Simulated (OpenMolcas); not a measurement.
**As3+: effect of the level shift or regulariser**

```json
{
  "Program": "OpenMolcas",
  "Basis": "ANO-RCC-VQZP [7s6p4d2f1g]",
  "Scalar Hamiltonian": "DKH2, point nucleus",
  "Active space": "2 electrons in 9 orbitals (RAS2 4s 4p; RAS3 4d, at most 2 electrons)",
  "State averaging": "2S+1 = 3 even, 3 roots; 2S+1 = 1 even, 7 roots; 2S+1 = 3 odd, 3 roots; 2S+1 = 1 odd, 3 roots",
  "Spin-orbit coupling": "state interaction with AMFI integrals over the reference wave functions, term energies averaged over their components"
}
```

Methods on the same reference wave functions:
A. RASSCF
B. MS-RASPT2, IPEA 0.25 Eh, imaginary shift 0.1 Eh (closed shells correlated: 3d)
C. MS-RASPT2, IPEA 0.25 Eh, imaginary shift 0.3 Eh (closed shells correlated: 3d)

Energies in cm⁻¹ above 4s² ¹S₀, the measured ground level; measured values from Moore, Atomic Energy Levels, vol. II, NSRDS-NBS 35 (1971 reprint of NBS Circular 467, 1952).

```tsv
Level	A	B	C	Measured
4s² ¹S₀	0.0	0.0	0.0	0.0
4s 4p ³P°₀	71546	73530	73530	
4s 4p ³P°₁	72548	74530	74530	76962
4s 4p ³P°₂	74692	76680	76680	79492
4s 4p ¹P°₁	112664	112220	112220	112022
4p² ¹D₂	173437	176350	176340	
4p² ³P₀	176188	178260	178260	
4p² ³P₁	177417	179520	179520	181468
4p² ³P₂	179698	181840	181840	184394
```

Deviations, from unrounded energies. A percentage is the sum of absolute deviations over the sum of measured energies, with the sign that they share, or ± where signs differ.

```json
{"Against measurement": "mean absolute deviation (cm-1)", "Levels": "5", "A": "3700", "B": "2000", "C": "2000"}
{"Against measurement": "other configurations (%)", "Levels": "5", "A": "±2.9", "B": "±1.6", "C": "±1.6"}
```

B, C lie about equally close to measurement and A furthest from it. The largest miss of B in the table is 4s 4p ³P°₂, by -2800 cm-1. The ranking rests on the paired levels alone, and a cruder setting can come out closer through cancelling errors.

Between B and C no level of the table moves by more than 5 cm-1.

The two smallest mean deviations differ by little beside CASPT2's spread within terms, so their order carries little weight.

The lowest spin-free term lies below A's lowest term by 0.084 hartree in B, 0.084 hartree in C.

Term energies are means over components that CASPT2 splits; among the terms shown or strongly mixed into the levels shown the widest spread is 23 cm-1 (4p² ¹D, B). Active for correlation alone: 4d; no level in the range computed is led by a configuration that fills it, so any true level of that kind is missing. Some terms mix strongly with configurations of 4d, whose occupation reaches 0.25 (4p² ¹D). Computed and measured levels are paired by configuration, term and J; levels that our copy of the source lacks, or whose pairing is in doubt (as where it misses far off the trend of its configuration), stay unpaired and out of the deviations. Levels of configurations outside the active space are missing. The table leaves out levels that lie high or whose names do not pair safely across all columns.

° marks odd parity.
